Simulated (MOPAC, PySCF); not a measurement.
[Ti(Cl)3(H)], neutral singlet in the gas phase. 

Z-matrix (Å, degrees):
```
Ti
H 1 1.6648
Cl 1 2.1636 2 103.25
Cl 1 2.1636 2 103.25 3 -119.97
Cl 1 2.1636 2 103.24 4 -120.02
```
Charge 0, multiplicity 1.

All levels are single points at this geometry (r2SCAN-D4/def2-SVP); Pople sets use spherical d functions. Orbital energies aren't observables, and empty levels follow the basis.

```csv
level,HOMO (eV),LUMO (eV),gap (eV),dipole (D),"vertical IE, Delta-SCF (eV)"
B3LYP-D3(BJ)/def2-TZVP in PySCF,-9.37,-3.75,5.62,0.15,–
PBE-D3(BJ)/def2-TZVP in PySCF,-8.05,-4.49,3.55,0.35,–
TPSSh-D3(BJ)/def2-TZVP in PySCF,-8.96,-4.07,4.89,0.25,–
B3LYP/3-21G in PySCF,-9.69,-4.10,5.59,0.20,–
B3LYP/6-31G* (LANL2DZ on Ti) in PySCF,-9.51,-4.15,5.36,0.23,11.68
B3LYP/LANL2DZ in PySCF,-9.77,-4.43,5.34,0.07,–
BP86/6-31G* (LANL2DZ on Ti) in PySCF,-8.54,-4.91,3.62,0.45,–
SVWN5/6-31G* (LANL2DZ on Ti) in PySCF,-8.41,-4.97,3.44,0.49,–
HF/3-21G in PySCF,-13.24,-0.52,12.72,1.15,–
HF/6-31G* (LANL2DZ on Ti) in PySCF,-12.99,-0.40,12.59,0.53,11.89
HF/STO-3G in PySCF,-11.46,4.73,16.19,0.10,–
PM6 in MOPAC,-11.07,-2.80,8.27,0.50,–
PM7 in MOPAC,-11.42,-2.45,8.97,0.80,–
```
